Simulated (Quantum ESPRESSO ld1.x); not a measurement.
Results of a calculation; reference values are marked as such.
Q: The aim is neutral zirconium in [Kr] 4d2 5s2. This ld1.x (Quantum ESPRESSO 7.5) run was made with `OMP_NUM_THREADS=1 ld1.x < ld1.in > ld1.out`. Can the result be used? Name any fault.

```
 &input
    zed=40.0,
    iswitch=1,
    rel=1,
    dft='PZ',
    config='[Kr] 4d2 5s2 5s2',
    verbosity='high',
    prefix='ld1',
    max_out_wfc=37,
    file_charge='ld1.rho',
 /
```

Output (excerpt):

```
     Program LD1 v.7.5 starts

 %%%%%%%%%%%%%%%%%%%%%%%%%%%%%%%%%%%%%%%%%%%%%%%%%%%%%%%%%%%%%%%%%%%%%%%%%%%%%%
     Error in routine el_config (11):
     wavefunction 5S found too many times
 %%%%%%%%%%%%%%%%%%%%%%%%%%%%%%%%%%%%%%%%%%%%%%%%%%%%%%%%%%%%%%%%%%%%%%%%%%%%%%

     stopping ...
```

A: No (refused). The line at issue: config='[Kr] 4d2 5s2 5s2'. The program stops in el_config with "wavefunction 5S found too many times": a shell may stand twice only as spin up and down (lsd = 1) or as its two j (rel = 2, l > 0), within their capacities. The sound input gives -3594.5966 hartree.
